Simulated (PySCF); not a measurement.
A thermochemical cycle for SrTe

PBE in PySCF with def2-SVP on every atom (core potentials on Sr, Te), for the lowest determinant that a PBE0 search found; no spin–orbit coupling. SrTe, a singlet (closed shell), has De = 2.95 eV to neutral atoms, and SrTe⁺, a doublet (π ↑), has De = 2.32 eV to Sr⁺ + Te.

The adiabatic ionisation energy of SrTe, between the minima, is 6.32 eV.

Problem. Which ionisation energy of the Sr atom does this level give?

Solution. IE(Sr) = IE(molecule) + De(ion) − De(neutral) = 6.32 + 2.32 − 2.95 = 5.69 eV; the measured value is 5.695 eV (NIST ASD).

These are scalar-relativistic numbers at best; spin–orbit coupling would shift them, the dissociation energy most. For an ion De counts to the pair picked by the measured ionisation energies or electron affinities, which need not be the lowest pair at this level. States were picked by a PBE0 search and need not be the measured ground states.
